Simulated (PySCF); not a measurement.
**Cl⁺: ionisation energy**

Cl⁺ [Ne] 3s2 3p4 (3P) → Cl²⁺ [Ne] 3s2 3p3 (4S), as a difference of total energies. Calculation: PySCF 2.14, in x2c-TZVPPall (5s5p3d1f, 42 functions); scalar relativity by spin-free X2C-1e. Correlated levels: valence: [Ne] frozen; valence and next inner shell: 1s2 frozen. The calculations carry no spin-orbit coupling.

```tsv
method	ionisation energy (eV)	plus first-order spin-orbit estimate	error of that sum (eV)
UHF	22.573	22.614	-1.200
LDA	23.969	24.010	+0.196
PBE	23.849	23.890	+0.076
PBE0	23.836	23.877	+0.063
r2SCAN	23.792	23.833	+0.019
MN15	23.927	23.968	+0.154
M06	23.711	23.752	-0.062
revPBE	23.817	23.858	+0.044
B3LYP	23.985	24.026	+0.212
ROHF	22.421	22.462	-1.352
MP2 (valence)	23.339	23.380	-0.434
SCS-MP2 (valence)	23.422	23.463	-0.351
MP2 (valence and next inner shell)	23.351	23.392	-0.422
SCS-MP2 (valence and next inner shell)	23.425	23.466	-0.348
```

Reference: 23.814 eV (measured; NIST Atomic Spectra Database, ionization energies).

A first-order spin-orbit estimate (lowest level to lowest level, LS coupling) adds 0.041 eV.

Errors of the correlated levels include the incompleteness of this basis and the frozen core.
